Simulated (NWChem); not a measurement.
The numbers come from NWChem runs, not from measurements. System: CHI₂, charge 1, spin multiplicity 1, at the geometry of a parent with another charge or spin, in a state set for the comparison that need not be this species' ground state. Level: B3LYP/x2c-SVPall-2c, scalar ZORA, VWN1-RPA local correlation.

Part of the output:

```
             Northwest Computational Chemistry Package (NWChem) 7.3.0
             --------------------------------------------------------

                                NWChem Input Module
                                -------------------

 Scaling coordinates for geometry "geometry" by  1.889725989
 (inverse scale =  0.529177249)

                             Geometry "geometry" -> ""
                             -------------------------

 Output coordinates in angstroms (scale by  1.889725989 to convert to a.u.)

  No.       Tag          Charge          X              Y              Z
 ---- ---------------- ---------- -------------- -------------- --------------
    1 I                   53.0000     0.06907200    -0.00291500     1.81230800
    2 C                    6.0000    -0.89112600     0.06345900     0.00000000
    3 I                   53.0000     0.06907200    -0.00291500    -1.81230800
    4 H                    1.0000    -1.97493000    -0.07179500     0.00000000

 Effective nuclear repulsion energy (a.u.)     597.5465051619

            Nuclear Dipole moment (a.u.)
            ----------------------------
        X                 Y               Z
 ---------------- ---------------- ----------------
    -0.0001020452    -0.0000585815     0.0000000000


 Summary of "ao basis" -> "" (spherical)
 ------------------------------------------------------------------------------
       Tag                 Description            Shells   Functions and Types
 ---------------- ------------------------------  ------  ---------------------
 *                       x2c-svpall-2c                on all atoms

                                 NWChem DFT Module
                                 -----------------

 Summary of "ao basis" -> "ao basis" (spherical)
 ------------------------------------------------------------------------------
       Tag                 Description            Shells   Functions and Types
 ---------------- ------------------------------  ------  ---------------------
 I                       x2c-svpall-2c              18       50   6s8p4d
 C                       x2c-svpall-2c               6       14   3s2p1d
 H                       x2c-svpall-2c               3        5   2s1p

 Summary of "ao basis" -> "ao basis" (spherical)
 ------------------------------------------------------------------------------
       Tag                 Description            Shells   Functions and Types
 ---------------- ------------------------------  ------  ---------------------
 I                       x2c-svpall-2c              18       50   6s8p4d
 C                       x2c-svpall-2c               6       14   3s2p1d
 H                       x2c-svpall-2c               3        5   2s1p

            General Information
            -------------------
          SCF calculation type: DFT
          Wavefunction type:  closed shell.
          No. of atoms     :     4
          No. of electrons :   112
           Alpha electrons :    56
            Beta electrons :    56
          Charge           :     1
          Spin multiplicity:     1
          Use of symmetry is: off; symmetry adaption is: off
          Maximum number of iterations: 100
          AO basis - number of functions:   119
                     number of shells:    45
          Convergence on energy requested:  1.00D-06
          Convergence on density requested:  1.00D-05
          Convergence on gradient requested:  5.00D-04

              XC Information
              --------------
                         B3LYP Method XC Potential
                     Hartree-Fock (Exact) Exchange  0.200
                        Slater Exchange Functional  0.800 local
                    Becke 1988 Exchange Functional  0.720 non-local
              Lee-Yang-Parr Correlation Functional  0.810
                  VWN I RPA Correlation Functional  0.190 local

             Grid Information
             ----------------
          Grid used for XC integration:  fine
          Radial quadrature: Mura-Knowles
          Angular quadrature: Lebedev.
          Tag              B.-S. Rad. Rad. Pts. Rad. Cut. Ang. Pts.
          ---              ---------- --------- --------- ---------
[...]
               -----      ----    ------     -----      ----
     calls:        1         0         0         0         0
   data(b): 5.24e+05  0.00e+00  0.00e+00  0.00e+00
   time(s): 0.00e+00  0.00e+00  0.00e+00  0.00e+00  0.00e+00
rate(mb/s): 0.00e+00  0.00e+00
------------------------------------------------------------

 Grid integrated density:     112.000052872475
 Requested integration accuracy:   0.10E-06

   convergence    iter        energy       DeltaE   RMS-Dens  Diis-err    time
 ---------------- ----- ----------------- --------- --------- ---------  ------
 d= 0,ls=0.0,diis     1 -14435.7178117717 -1.50D+04  1.38D-01  2.90D+04     9.7
 Grid integrated density:     112.000047601634
 Requested integration accuracy:   0.10E-06
 d= 0,ls=0.0,diis     2 -14442.1641419273 -6.45D+00  4.44D-02  4.14D+01    10.0
 Grid integrated density:     112.000047617865
 Requested integration accuracy:   0.10E-06
 d= 0,ls=0.0,diis     3 -14440.0907021861  2.07D+00  4.62D-02  1.53D+01    10.4
 Grid integrated density:     112.000049660127
 Requested integration accuracy:   0.10E-06
 d= 0,ls=0.0,diis     4 -14441.6147064434 -1.52D+00  1.92D-02  1.47D+01    10.8
 Grid integrated density:     112.000048897421
 Requested integration accuracy:   0.10E-06
 d= 0,ls=0.0,diis     5 -14443.6507176141 -2.04D+00  6.47D-03  1.03D+00    11.1
 Grid integrated density:     112.000048769411
 Requested integration accuracy:   0.10E-06
 d= 0,ls=0.0,diis     6 -14443.7921675985 -1.41D-01  2.24D-03  1.73D-01    11.5
 Grid integrated density:     112.000048634898
 Requested integration accuracy:   0.10E-06
  Resetting Diis
 d= 0,ls=0.0,diis     7 -14443.8153082841 -2.31D-02  8.12D-04  8.25D-03    11.9
 d= 0,ls=0.0,diis     8 -14443.8166225074 -1.31D-03  3.15D-04  2.10D-04    12.2
 d= 0,ls=0.0,diis     9 -14443.8165678782  5.46D-05  2.02D-04  6.08D-04    12.6
 d= 0,ls=0.0,diis    10 -14443.8166408761 -7.30D-05  6.42D-05  8.90D-05    13.0
 d= 0,ls=0.0,diis    11 -14443.8166535451 -1.27D-05  9.59D-06  1.75D-06    13.4
 d= 0,ls=0.0,diis    12 -14443.8166538101 -2.65D-07  3.12D-06  7.23D-08    13.8
(nogshift,skip_gshiftAOev,done_Fji)=( 1,F,F)

         Total DFT energy =   -14443.816653810098
      One electron energy =   -20896.670996805158
           Coulomb energy =     6227.159561397058
    Exchange-Corr. energy =     -371.851723563929
 Nuclear repulsion energy =      597.546505161935

       Scaling correction =      221.828366813081

 Numeric. integr. density =      112.000000580055

     Total iterative time =      7.7s

                       DFT Final Molecular Orbital Analysis
                       ------------------------------------

 Vector   54  Occ=2.000000D+00  E=-4.913493D-01
              MO Center=  3.9D-02, -1.1D-03,  1.9D-03, r^2= 4.9D+00
   Bfn.  Coefficient  Atom+Function         Bfn.  Coefficient  Atom+Function
  ----- ------------  ---------------      ----- ------------  ---------------
    22      0.409295  1 I  px                86      0.408903  3 I  px
    19      0.374440  1 I  px                83      0.374076  3 I  px
    13     -0.328372  1 I  px                77     -0.328054  3 I  px
   115      0.145330  4 H  s                 10      0.123600  1 I  px
    74      0.123484  3 I  px                24     -0.112971  1 I  pz

 Vector   55  Occ=2.000000D+00  E=-4.891877D-01
              MO Center=  5.0D-02, -1.5D-03, -3.4D-04, r^2= 5.1D+00
   Bfn.  Coefficient  Atom+Function         Bfn.  Coefficient  Atom+Function
  ----- ------------  ---------------      ----- ------------  ---------------
    23      0.437278  1 I  py                87     -0.437336  3 I  py
    20      0.397643  1 I  py                84     -0.397693  3 I  py
    14     -0.349829  1 I  py                78      0.349877  3 I  py
    11      0.132065  1 I  py                75     -0.132086  3 I  py
     8     -0.053631  1 I  py                72      0.053638  3 I  py

 Vector   56  Occ=2.000000D+00  E=-4.776809D-01
              MO Center=  2.0D-02, -8.5D-04, -1.8D-03, r^2= 5.3D+00
   Bfn.  Coefficient  Atom+Function         Bfn.  Coefficient  Atom+Function
  ----- ------------  ---------------      ----- ------------  ---------------
    22      0.339947  1 I  px                86     -0.340409  3 I  px
    19      0.310857  1 I  px                83     -0.311268  3 I  px
    24     -0.291150  1 I  pz                88     -0.291276  3 I  pz
    13     -0.273907  1 I  px                77      0.274271  3 I  px
    21     -0.261912  1 I  pz                85     -0.262003  3 I  pz

 Vector   57  Occ=0.000000D+00  E=-3.622195D-01
              MO Center= -4.3D-01,  6.2D-02, -8.5D-05, r^2= 3.6D+00
   Bfn.  Coefficient  Atom+Function         Bfn.  Coefficient  Atom+Function
  ----- ------------  ---------------      ----- ------------  ---------------
    55      0.513444  2 C  py                58      0.440577  2 C  py
    23     -0.356475  1 I  py                87     -0.356514  3 I  py
    20     -0.263277  1 I  py                84     -0.263303  3 I  py
    14      0.230737  1 I  py                78      0.230762  3 I  py
    11     -0.083714  1 I  py                75     -0.083724  3 I  py

 Vector   58  Occ=0.000000D+00  E=-2.781926D-01
              MO Center= -8.9D-02, -8.4D-03,  1.9D-04, r^2= 5.1D+00
   Bfn.  Coefficient  Atom+Function         Bfn.  Coefficient  Atom+Function
  ----- ------------  ---------------      ----- ------------  ---------------
    53      0.888818  2 C  s                 24      0.600532  1 I  pz
    88     -0.600463  3 I  pz                52      0.407937  2 C  s
    57      0.288387  2 C  px                21      0.271970  1 I  pz
    85     -0.271949  3 I  pz                 6     -0.268095  1 I  s
    70     -0.268052  3 I  s                 54      0.257979  2 C  px

 Vector   59  Occ=0.000000D+00  E=-2.081580D-01
              MO Center= -2.0D-01,  1.4D-02, -2.1D-04, r^2= 4.8D+00
   Bfn.  Coefficient  Atom+Function         Bfn.  Coefficient  Atom+Function
  ----- ------------  ---------------      ----- ------------  ---------------
    59      0.748750  2 C  pz                24      0.557967  1 I  pz
    88      0.558070  3 I  pz                56      0.536814  2 C  pz
    22      0.401946  1 I  px                86     -0.401991  3 I  px
     6     -0.313539  1 I  s                 70      0.313597  3 I  s
     5     -0.242355  1 I  s                 69      0.242368  3 I  s

 center of mass
 --------------
 x =   0.03432726 y =  -0.00035894 z =   0.00000000

 moments of inertia (a.u.)
 ------------------
        2977.033171853291           2.092218316717           0.000000000000
           2.092218316717        3028.911085683990           0.000000000000
           0.000000000000           0.000000000000          52.275490197665

     Multipole analysis of the density
     ---------------------------------

     L   x y z        total         alpha         beta         nuclear
     -   - - -        -----         -----         ----         -------
     0   0 0 0      1.000000    -56.000000    -56.000000    113.000000

     1   1 0 0     -0.375926     -0.187912     -0.187912     -0.000102
     1   0 1 0     -0.056662     -0.028302     -0.028302     -0.000059
     1   0 0 1     -0.000550     -0.000275     -0.000275      0.000000

     2   2 0 0    -39.839087    -36.294126    -36.294126     32.749165
     2   1 1 0     -0.041177      0.370179      0.370179     -0.781535
     2   1 0 1     -0.000176     -0.000088     -0.000088      0.000000
     2   0 2 0    -42.116038    -21.111973    -21.111973      0.107909
     2   0 1 1      0.000019      0.000009      0.000009      0.000000
     2   0 0 2    -27.235254   -635.255629   -635.255629   1243.276005

 Task  times  cpu:       13.8s     wall:       13.8s

 Total times  cpu:       13.8s     wall:       13.8s
```

Write an NWChem input that would produce this output.

Several could match; the one computed here: 
```
start mol
memory heap 200 mb stack 900 mb global 1100 mb
charge 1
geometry units angstroms nocenter noautoz noautosym
  I      0.069072    -0.002915     1.812308
  C     -0.891126     0.063459     0.000000
  I      0.069072    -0.002915    -1.812308
  H     -1.974930    -0.071795     0.000000
end
basis spherical
  * library x2c-svpall-2c
end
relativistic
  zora on
end
dft
  xc b3lyp
  semidirect memsize 60000000 filesize 0
  iterations 100
  grid fine
end
task dft energy
```
